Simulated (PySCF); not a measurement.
A run for PySCF: R-B3LYP/6-31G* on CH4S (SMILES CS).

```python
from pyscf import gto, scf, dft, mp
from pyscf.data.elements import chemcore

mol = gto.M(
    atom='''
    C    -0.26627776   -1.26908617    3.49194158
    S     0.24516648    0.43806691    3.87268598
    H    -0.28845085   -1.44270242    2.41840088
    H     0.48588497   -1.91711377    3.93870014
    H    -1.23384616   -1.49861499    3.93323416
    H    -0.77345329    1.05738311    3.25470124
    ''',
    basis='6-31g*',
    cart=True,
    charge=0, spin=0, verbose=3, max_memory=1800)
mf = dft.RKS(mol, xc='b3lyp')
mf.conv_tol = 1e-8
mf.max_cycle = 100
mf.kernel()
if not mf.converged:
    mf = mf.newton().run(mf.mo_coeff, mf.mo_occ)
```

Program output:

```
converged SCF energy = -438.698196263072
```

The calculation finished and met its thresholds.

Cost: about 2.0 core-seconds (a rough figure).
